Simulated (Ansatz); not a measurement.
Input for Ansatz (a quantum-chemistry and plane-wave program): R-r2SCAN/def2-TZVPP on H2S2 (SMILES SS), a point of a torsion scan.

Ansatz 0.2 input:
```yaml
crystal:
  periodic: [false, false, false]
  atoms:
    - {symbol: S, position_ang: [-0.93414804, 0.53877709, 0.41248194]}
    - {symbol: S, position_ang: [0.92970290, 0.40622834, -0.41942202]}
    - {symbol: H, position_ang: [-1.55049163, -0.38469933, -0.33967479]}
    - {symbol: H, position_ang: [0.71167833, 1.15684283, -1.50912876]}
basis:
  gaussian:
    orbitals: def2-TZVPP
hamiltonian:
  xc: {name: r2SCAN}
scf: {lower_state_search: off}
```

Problem. What total energy does the run end on?

Solution. -797.5542 hartree.
